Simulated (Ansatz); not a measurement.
CH5InNO, SMILES `C[O][In][NH2]` radical, relaxed with UKS PBE0-D4/def2-TZVP in Ansatz from a GFN2-xTB geometry. The force threshold is 0.005 eV/Å; the program also tests the step.

Charge 0, multiplicity 2. In takes the def2 core potential.

Start:

```xyz
9

C     0.404    1.846    0.190
O     0.015    0.551   -0.088
In   -1.080   -0.812   -1.215
N    -0.304   -2.709   -0.314
H    -0.329    2.363    0.822
H     1.365    1.817    0.723
H     0.562    2.431   -0.726
H    -1.033   -3.117    0.269
H     0.400   -2.369    0.339
```

```tsv
step	energy (eV)	largest force (eV/Å)	largest move (Å)
1	-9825.4470	1.099	0.000
2	-9825.5963	0.824	0.194
3	-9825.6332	1.404	0.195
4	-9825.7312	0.502	0.200
5	-9825.7583	0.391	0.194
6	-9825.7699	0.197	0.200
7 (rejected)	-9825.7678	0.083	0.112
8	-9825.7724	0.044	0.051
9	-9825.7727	0.028	0.029
10	-9825.7728	0.012	0.022
11	-9825.7730	0.004	0.015
12	-9825.7731	0.045	0.049
13	-9825.7732	0.014	0.009
14	-9825.7733	0.007	0.013
15	-9825.7733	0.006	0.013
16	-9825.7733	0.002	0.004
```

End:

```xyz
9

C     0.453    1.936    0.118
O     0.453    0.541    0.126
In   -0.991   -0.701   -0.523
N    -0.355   -2.660   -0.314
H    -0.400    2.370    0.656
H     1.365    2.288    0.617
H     0.455    2.355   -0.898
H    -1.109   -3.336   -0.352
H     0.129   -2.793    0.570
```

Hardware: 4 threads of an Arm Neoverse V2 on a shared host. Wall time 49 s, peak host memory 0.5 GiB.
